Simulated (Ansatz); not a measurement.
`C=CC(F)(F)F` and `FC(F)(F)C(Cl)Cl` differ in one atom or group.

Ansatz, PBE0-D4/def2-TZVP geometries, multiplicity 1. 

```
                                                                                  property  `C=CC(F)(F)F`
                                                       LUMO energy (B3LYP/def2-TZVPP) / eV          -1.06
                                                      HOMO–LUMO gap (PBE0/def2-TZVPP) / eV           7.99
                                                     LUMO energy (ωB97M-V/def2-TZVPP) / eV           1.38
                                          size of the dipole moment (B3LYP/def2-TZVPP) / D           2.38
ideal-gas entropy at 298 K and 1 bar (rigid rotor, harmonic PBE0-D4/def2-TZVP) / J/(mol·K)            317
                                            zero-point energy (PBE0-D4/def2-TZVP) / kJ/mol          151.3
```

(1) What does the change do to each property? (Best estimate.)

Results:

(1) Computed: 
```tsv
property	`FC(F)(F)C(Cl)Cl`	shift
LUMO energy (B3LYP/def2-TZVPP) / eV	-0.70	0.36
HOMO–LUMO gap (PBE0/def2-TZVPP) / eV	8.87	0.88
LUMO energy (ωB97M-V/def2-TZVPP) / eV	1.83	0.45
size of the dipole moment (B3LYP/def2-TZVPP) / D	1.31	-1.07
ideal-gas entropy at 298 K and 1 bar (rigid rotor, harmonic PBE0-D4/def2-TZVP) / J/(mol·K)	352	35
zero-point energy (PBE0-D4/def2-TZVP) / kJ/mol	90.7	-60.6
```

With PBE0 the HOMO falls by 0.49 eV and the LUMO rises by 0.40 eV, so the gap widens by about 0.89 eV. PBE moves the HOMO by -0.26 eV and ωB97M-V by -0.45 eV. The zero-point energy changes by -60.6 kJ/mol with -3 modes. Dipoles are sizes alone; their direction can turn.

B3LYP here is the variant with VWN-RPA as its local correlation; programs differ in this.
